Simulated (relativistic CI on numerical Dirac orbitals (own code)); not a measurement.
**Crystal-field levels of Sm²⁺, 4f6**

Calculated by Dirac-Coulomb-Breit CI, orbitals from a KLI potential per configuration, model QED (radiative potential, 1s self-energy scaled to tabulated hydrogen-like ionisation energies), valence Slater integrals scaled by 0.7, one configuration in a parametric crystal field (own radial code).

Field parameters in Wybourne normalisation. The field is a parameter set, without covalency.

S and J are read from ⟨S²⟩ = S(S + 1) and ⟨J²⟩ = J(J + 1) of each level; they are not fictitious spins.

C2v, B20 = -410, B22 = -80, B40 = -320, B42 = 280, B44 = 130, B60 = -120, B62 = -230, B64 = -120, B66 = 30 cm⁻¹, the lowest 16 levels:

| E (cm⁻¹) | Degeneracy | S | J |
| --- | --- | --- | --- |
| 0.0 | 1 | 2.92 | 0.09 |
| 262 | 1 | 2.94 | 1.01 |
| 352 | 1 | 2.94 | 1.04 |
| 397 | 1 | 2.94 | 1.02 |
| 830 | 1 | 2.96 | 2.00 |
| 896 | 1 | 2.96 | 2.01 |
| 907 | 1 | 2.96 | 2.00 |
| 924 | 1 | 2.96 | 2.03 |
| 962 | 1 | 2.96 | 2.02 |
| 1578 | 1 | 2.97 | 3.01 |
| 1589 | 1 | 2.97 | 3.01 |
| 1594 | 1 | 2.97 | 3.01 |
| 1626 | 1 | 2.97 | 3.00 |
| 1630 | 1 | 2.97 | 3.01 |
| 1634 | 1 | 2.97 | 3.02 |
| 1640 | 1 | 2.97 | 2.98 |

D3d, B20 = 850, B40 = -760, B43 = -390, B60 = 30, B63 = 470, B66 = -110 cm⁻¹, the lowest 10 levels:

```
E (cm⁻¹)  Degeneracy  Irrep     S     J
     0.0           1     A1  2.92  0.19
     271           2      E  2.94  1.04
     486           1     A2  2.94  1.13
     833           2      E  2.96  2.02
     904           2      E  2.96  2.07
    1099           1     A1  2.96  2.03
    1546           1     A2  2.97  3.03
    1568           1     A1  2.97  3.03
    1623           2      E  2.97  3.06
    1668           2      E  2.97  3.04
```

The next free-ion level lies 333 cm⁻¹ above the lowest; the ground level cannot split, and the field only mixes in higher J.

Levels of this model without a field, named by their leading LS term (the scale mimics covalency, so terms lie below those of the real free ion): ⁷F0 0, ⁷F1 333, ⁷F2 898, ⁷F3 1603, ⁷F4 2389, ⁷F5 3215, ⁷F6 4053, ⁵D0 11462 cm⁻¹.
